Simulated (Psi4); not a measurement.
BiF₃ (SMILES [F][Bi]([F])[F]), singlet, geometry from GFN2-xTB (such geometries of metal compounds can be far from the true shape) (core potentials on Bi). Base run: HF/def2-SVP (Psi4).

The Psi4 input:
```
memory 2 GB

molecule {
0 1
  Bi    0.00283361   -0.00403046    0.27310711
  F    -1.35263607   -1.00980650   -0.84069305
  F    -0.22186672    1.68716206   -0.81262393
  F     1.54837061   -0.64018572   -0.86533751
}

set basis def2-svp

energy('scf')
print_variables()
```

Variants of this job, named by their change:

| change | ΔE vs base (eV) | point group used | SCF cycles |
|---|---|---|---|
| base | 0.00 | c1 | 9 |
| molecule keys = symmetry c1 | 0.00 | c1 | 9 |
| molecule keys = no_reorient | 0.00 | c1 | 9 |
| molecule keys = symmetry c1, no_reorient, no_com | 0.00 | c1 | 8 |
| jitter_ang = 0.002 | -0.01 | c1 | 9 |
